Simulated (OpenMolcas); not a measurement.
## Levels of B III by method

```yaml
Program: OpenMolcas 26.06
Basis: ANO-R3 [4s4p2d1f]
Scalar_Hamiltonian: X2C, finite nucleus
Active_space: 1 electron in 4 orbitals (2s 2p)
State_averaging: 2S+1 = 2 even, 1 root; 2S+1 = 2 odd, 3 roots
Spin-orbit_coupling: state interaction with AMFI integrals over the reference wave functions, term energies averaged over their components
```

Methods on the same reference wave functions:
A. CASSCF
B. SS-CASPT2, IPEA 0.25 Eh, imaginary shift 0.1 Eh (closed shells correlated: 1s)

Energies in cm-1 above 2s 2S 1/2, the measured ground level; measured values from Moore, Atomic Energy Levels, vol. I, NSRDS-NBS 35 (1971 reprint of NBS Circular 467, 1949).

```json
{"Level": "2s 2S 1/2", "A": "0.0", "B": "0.0", "Measured": "0.0"}
{"Level": "2p 2P* 1/2", "A": "48971", "B": "48737", "Measured": "48358"}
{"Level": "2p 2P* 3/2", "A": "49001", "B": "48766", "Measured": "48393"}
```

Deviations, from unrounded energies. A percentage is the sum of absolute deviations over the sum of measured energies, with the sign that they share, or ± where signs differ.

```csv
Against measurement,Levels,A,B
mean absolute deviation (cm-1),2,610,380
other configurations (%),2,+1.3,+0.8
```

B lies closest to measurement on these levels. The largest miss of B in the table is 2p 2P* 1/2, by +380 cm-1. The ranking rests on the paired levels alone, and a cruder setting can come out closer through cancelling errors.

The lowest spin-free term lies below A's lowest term by 0.007 hartree in B.

With one active electron the reference holds no correlation, so core polarisation is missing (holds for A). With one active electron, CASPT2 adds the correlation within the correlated inactive shells and between them and that electron, and leaves the splitting within a term as the reference gives it (holds for B). Measured partners are found by configuration, term and J. A level has none where our copy of the source lacks it or the pairing is in doubt (some pairs that miss far off the trend of their configuration count as doubtful), and it then counts in no deviation. Only configurations of the active space appear.

* marks odd parity.
